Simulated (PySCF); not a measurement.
## Ionisation energy of Pd(19+) by level of theory

Pd(19+) [Ar] 3d9 (2D) → Pd(20+) [Ar] 3d8 (3F), as a difference of total energies. Calculation: PySCF 2.14, in an uncontracted even-tempered set (19 s from 1.7 bohr⁻², ratio 2.5; 13 p from 2.2 bohr⁻², ratio 2.5; 8 d from 2.2 bohr⁻², ratio 2.5; 4 f from 12 bohr⁻², ratio 2.7; 4 g from 19 bohr⁻², ratio 2.7); scalar relativity by spin-free X2C-1e. Correlated levels: outer shells: [Ne] frozen; virtual orbitals above 40 to 60 times the deepest correlated orbital energy dropped. The calculations carry no spin-orbit coupling.

```tsv
method	ionisation energy (eV)
UHF	870.64
LDA	872.68
PBE	871.59
PBE0	871.90
r2SCAN	871.14
MP2 (outer shells)	872.53
SCS-MP2 (outer shells)	872.28
```

Problem. How much does correlation contribute at MP2 (outer shells)?

Solution. 872.53 − (870.64) = 1.89 eV, measured against UHF.

A first-order spin-orbit estimate (lowest level to lowest level, LS coupling) adds -1.248 eV.

Breit and QED terms and the two-electron picture change are absent.

For comparison: 869 ± 4 eV (theoretical estimate listed by NIST; NIST Atomic Spectra Database, ionization energies).
